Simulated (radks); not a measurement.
Tc3+, configuration [Kr] 4d2.5 5p1.5 (fractional occupations, a model configuration). All-electron calculation, scalar-relativistic Kohn-Sham, r2SCAN, spin-unpolarised, spherical densities, finite nucleus; meta-GGA in the generalised Kohn-Sham scheme; Fermi nuclear charge, rms radius 4.4112 fm. Program: a radial shooting solver on a logarithmic mesh with Libxc functionals.

Radial electron density D(r) = 4 pi r^2 rho(r):

r (bohr),D(r) (e/bohr)
0.003163,6.680
0.003624,8.311
0.004185,10.41
0.004834,12.94
0.005582,15.95
0.006447,19.47
0.007386,23.25
0.00853,27.71
0.009851,32.53
0.01138,37.54
0.01303,42.22
0.01505,46.80
0.01739,50.63
0.02008,53.30
0.02319,54.51
0.02657,54.22
0.03068,52.55
0.03543,50.04
0.04092,47.59
0.04726,46.33
0.05414,47.12
0.06253,50.50
0.07221,56.05
0.0834,62.24
0.09631,66.80
0.1103,67.68
0.1274,64.04
0.1472,56.71
0.17,48.61
0.1963,43.33
0.2249,42.94
0.2597,46.74
0.2999,51.26
0.3464,52.07
0.4001,46.80
0.4583,37.30
0.5293,26.02
0.6113,17.34
0.706,13.08
0.8153,12.24
0.9341,12.39
1.079,11.62
1.246,9.436
1.439,6.562
1.648,4.132
1.904,2.397
2.199,1.498
2.539,1.082
2.932,0.8191
3.36,0.5756
3.88,0.3285
4.481,0.1464
5.175,0.04903
5.977,0.01193
6.847,0.002263
7.908,0.0002645

D(r) has 4 maxima, at r = 0.0241, 0.106, 0.330, 0.919 bohr, and minima at 0.0480, 0.213, 0.809 bohr, inside which lie 2.02, 11.10, 29.37 electrons.
